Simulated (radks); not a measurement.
Results of a calculation; reference values are marked as such.
Initial-state core-level shifts of neutral rhodium when its valence configuration changes from [Kr] 4d8 5s1. Level of theory: Dirac Kohn-Sham, PBE, spin-unpolarised, spherical densities, finite nucleus; open shells fill j = l - 1/2 first; Fermi nuclear charge, rms radius 4.4945 fm (a radial shooting solver on a logarithmic mesh with Libxc functionals). Shifts are changes of the shell-averaged eigenvalues in eV (positive: less bound); the change of the density at the nucleus, which sets a Mossbauer isomer shift, is in e/bohr^3, on a base of 1.21e+05.

| valence | 3s | 3d | 4s | 4p | density at nucleus |
|---|---|---|---|---|---|
| 4d7 5s2 | -3.850 | -3.870 | -3.582 | -3.429 | +21.01 |
| 4d7.5 5s1 5p0.5 | -2.669 | -2.675 | -2.576 | -2.509 | +2.72 |
| 4d8 5p1 | -1.591 | -1.586 | -1.645 | -1.660 | -14.24 |
| 4d9 | +3.184 | +3.196 | +3.054 | +2.943 | -15.40 |
| 4d6 5s2 5p1 | -9.703 | -9.747 | -9.010 | -8.661 | +31.44 |
| 4d7 5s1 5p1 | -5.374 | -5.390 | -5.136 | -4.988 | +5.70 |
| 4d8 5s0.5 5p0.5 | -0.843 | -0.840 | -0.870 | -0.879 | -6.80 |
| 4d8.5 5p0.5 | +0.818 | +0.828 | +0.704 | +0.631 | -14.98 |
| 4d6 5s1 5p2 | -11.009 | -11.051 | -10.324 | -9.971 | +12.53 |
